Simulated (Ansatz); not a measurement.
`C[N](C)[InH2]` + HI → `[InH2][I]` + `CNC` at 600 K and 1 bar (ligand exchange at the In–N bond).

Program: Ansatz. Geometries: PBE0-D4/def2-TZVP. ΔE: electronic, gas phase. CBS: MP2 limit from def2 TZ/QZ plus the TZ coupled-cluster correction, frozen cores. def2 core potentials past Kr. For I, In outer-core shells are correlated without core-valence functions, which leaves a few kJ/mol of doubt a bond.

| species | CCSD(T)/CBS energy (Eh) | H − E (kJ/mol) | S (J/(mol·K)) |
| --- | --- | --- | --- |
| `C[N](C)[InH2]` | -325.40049 | 307.2 | 431.8 |
| HI | -298.03592 | 31.6 | 227.0 |
| `[InH2][I]` | -488.48444 | 64.6 | 338.9 |
| `CNC` | -135.00321 | 284.6 | 333.5 |

H − E and S are ideal-gas, rigid-rotor, harmonic terms from PBE0-D4/def2-TZVP. 1 Eh = 2625.50 kJ/mol, R = 8.31446 J/(mol·K).

Problem. By hand: ΔE, ΔH, ΔS and ΔG.

Solution. ΔE = (-488.48444) + (-135.00321) − (-325.40049) − (-298.03592) = -0.05124 Eh = -134.5 kJ/mol. Δ(H − E) = 64.6 + 284.6 − 307.2 − 31.6 = 10.4, so ΔH = -124.1 kJ/mol. ΔS = 338.9 + 333.5 − 431.8 − 227.0 = 13.6 J/(mol·K). ΔG = -124.1 − 600 × (13.6)/1000 = -132.3 kJ/mol.

Problem. By hand: the equilibrium constant, and the temperature at which ΔG would vanish if ΔH and ΔS stayed fixed.

Solution. log₁₀ K = −ΔG/(RT ln 10) = 11.5. ΔH and −TΔS have one sign here, so there is no such temperature.

The number of gas molecules stays the same, so ΔS is small and ΔH decides. A doubt of 5 kJ/mol in ΔE shifts log₁₀ K by 0.4 here. These are equilibria of isolated gas molecules and say nothing of rates. Largest T1 diagnostic: 0.017 (customary marks: 0.02 for closed shells, 0.045 for open ones).
